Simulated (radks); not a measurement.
Results of a calculation; reference values are marked as such.
Charge is removed step by step from the 4s down level of As+, starting from [Ar] 3d10 4s(up 1, down 1) 4p2. Code: a radial shooting solver on a logarithmic mesh with Libxc functionals. Model: scalar-relativistic Kohn-Sham, BLYP, spin-polarised, spherical densities, point nucleus; open shells are filled with parallel spins first.

removed (e)  E - E(0) (eV)  eigenvalue (eV)  E minus straight line (eV)
0                    0.000          -22.338                       0.000
0.125                2.869          -23.571                      -0.556
0.25                 5.893          -24.821                      -0.957
0.375                9.074          -26.086                      -1.201
0.5                 12.414          -27.368                      -1.285
0.625               15.916          -28.664                      -1.208
0.75                19.580          -29.972                      -0.969
0.875               23.408          -31.284                      -0.566
1                   27.399          -32.557                       0.000

Removing the whole electron costs 27.399 eV by Delta-SCF, against 22.338 eV from minus the eigenvalue at the starting occupation. Slater's transition state (half an electron removed) gives 27.368 eV. Integrating minus the eigenvalue over the occupation (Janak's theorem) gives 27.402 eV. In this scalar-relativistic scheme the density is built from large components alone, so the theorem holds only approximately. The mean slope of the eigenvalue, de/dn, is 10.2 eV per electron.
